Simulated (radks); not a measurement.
Task: These are the eigenvalues of the occupied orbitals of an atom or ion with whole-number occupations (eV). Method: non-relativistic Kohn-Sham, LDA (Slater exchange, Perdew-Wang correlation), spin-unpolarised, spherical densities, point nucleus; computed with a radial shooting solver on a logarithmic mesh with Libxc functionals.

orbital  eigenvalue
1s        -17402.78
2s        -2380.533
2p        -2183.881
3s        -393.9239
3p        -320.0170
3d        -184.7788
4s         -58.8944
4p         -38.9594
4d         -10.5027
5s          -9.9406

Which element is it, and in what charge state? The configuration may be excited.

Result: Z = 40, zirconium, charge +1: Zr+ in [Kr] 4d2 5s1. The list shows which subshells hold electrons but not how many an open one holds; the 1s level, -639.54 hartree, gives Z - s = 35.8 by -(Z - s)^2/2, which with screening narrows Z to a few neighbours, and the depths of the outer levels then fix element, charge and occupations together.
